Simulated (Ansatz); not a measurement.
Z-matrix (Å, degrees):
```
C
Si 1 1.877
H 1 1.092 2 110.6
H 1 1.092 2 110.5 3 119.2
H 1 1.092 2 111.4 3 -120.4
B 2 2.027 1 113.8 3 -59.9
H 2 1.495 1 110.0 3 62.1
H 2 1.495 1 110.0 3 178.3
O 6 1.354 2 118.7 1 -0.7
H 6 1.207 2 122.5 1 179.4
H 9 0.962 6 113.7 2 -179.9
```

Charge 0, multiplicity 1.

(1) List the ωB97M-V/def2-TZVPP orbital energies in eV (Ansatz 0.2.0). (Best estimate.)

## Answers

(1) Ansatz gave: Occupied: -1806.12, -527.02, -280.76, -188.31, -147.25, -101.37, -101.35, -101.34, -31.89, -22.08, -18.86, -16.72, -15.50, -13.78, -13.74, -13.30, -12.86, -11.29, -11.15, -9.75. Lowest empty: 1.05, 1.78, 2.65, 3.19, 3.57, 4.24, 4.25, 4.62.
